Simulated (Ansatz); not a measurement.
`BN(B)CC` + HCl → `BCl` + `BNCC` at 500 K and 1 bar (ligand exchange at a B–N bond).

Gas-phase electronic energies from Ansatz, PBE0-D4/def2-TZVP geometries. CCSD(T)/CBS is the MP2 limit (def2-TZVPP, def2-QZVPP) plus CCSD(T) − MP2 in def2-TZVPP, frozen cores. This one scheme is used for every species. One conformer a species, not always the lowest.

```csv
species,CCSD(T)/CBS energy (Eh),H − E (kJ/mol),S (J/(mol·K))
`BN(B)CC`,-185.85795,353.6,396.8
HCl,-460.38127,32.5,201.9
`BCl`,-485.78909,75.1,258.0
`BNCC`,-160.44809,315.3,355.2
```

H − E and S are ideal-gas, rigid-rotor, harmonic terms from PBE0-D4/def2-TZVP, for one conformer and one mirror image of each species. 1 Eh = 2625.50 kJ/mol, R = 8.31446 J/(mol·K).

**Question.** By hand: ΔE, ΔH, ΔS and ΔG.

**Answer.** ΔE = (-485.78909) + (-160.44809) − (-185.85795) − (-460.38127) = 0.00204 Eh = 5.4 kJ/mol. Δ(H − E) = 75.1 + 315.3 − 353.6 − 32.5 = 4.3, so ΔH = 9.7 kJ/mol. ΔS = 258.0 + 355.2 − 396.8 − 201.9 = 14.5 J/(mol·K). ΔG = 9.7 − 500 × (14.5)/1000 = 2.4 kJ/mol.

**Question.** By hand: the equilibrium constant, and the temperature at which ΔG would vanish if ΔH and ΔS stayed fixed.

**Answer.** log₁₀ K = −ΔG/(RT ln 10) = -0.3. ΔG = 0 at ΔH/ΔS = 669 K, though so small a ΔH makes that figure unsure.

TΔS isn't small against ΔH here. The sign of ΔG lies within the doubt. A doubt of 5 kJ/mol in ΔE shifts log₁₀ K by 0.5 here. Other conformers and mirror images would add mixing entropy, several J/(mol·K) or more a flexible species. Modes under 60 cm⁻¹, often nearly free rotors, make the harmonic entropy too high. These are equilibria of isolated gas molecules and say nothing of rates. Largest T1 diagnostic: 0.012 (customary marks: 0.02 for closed shells, 0.045 for open ones).
